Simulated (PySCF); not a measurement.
SiBr2Cl, SMILES Cl[Si](Br)Br, multiplicity 2. Geometry: PBE-D3(BJ)/def2-SVP.

Calculation: PBE-D3(BJ)/def2-SVP in PySCF 2.14.0.

Harmonic wavenumbers (cm⁻¹): 101, 123, 177, 354, 456, 543. Rotational constants (GHz): 1.784, 0.9122, 0.6222; symmetry number 1.

Work out the zero-point energy and the ideal-gas rigid-rotor harmonic-oscillator thermochemistry at 298.15 K and 1 atm.

ZPE = ½ Σ hcν = ½ × 1754 cm⁻¹ = 10.49 kJ/mol. H − E(el) = 27.84 kJ/mol. Entropy in J/(mol K): translation 176.20, rotation 126.11, vibration 47.44, spin 5.76, total 355.51. G − E(el) = -78.15 kJ/mol. Cp = 74.34 J/(mol K). Modes under 150 cm⁻¹ make the vibrational entropy uncertain.
